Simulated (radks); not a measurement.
The numbers below are computed, except where a source is named.
Question: The manganese ion Mn+, configuration [Ar] 3d5 4s1. Level of theory: Dirac Kohn-Sham, BLYP, spin-unpolarised, spherical densities, finite nucleus; open shells are shared between the two j in proportion to 2j + 1; Fermi nuclear charge, rms radius 3.7057 fm (a radial shooting solver on a logarithmic mesh with Libxc functionals).

Spin-orbit splittings of the eigenvalues, e(l+1/2) - e(l-1/2), with zeta = 2 splitting/(2l+1) and mean radii in bohr:

shell  occ.  splitting (eV)  zeta (eV)  <r> j=l-1/2  <r> j=l+1/2
2p        6           10.44      6.962       0.2451       0.2480
3p        6           1.275     0.8503       0.8984       0.9076
3d        5               ?          ?        1.187        1.192

Estimate the 3d splitting.

Answer: 0.1205 eV (zeta = 0.04820 eV).
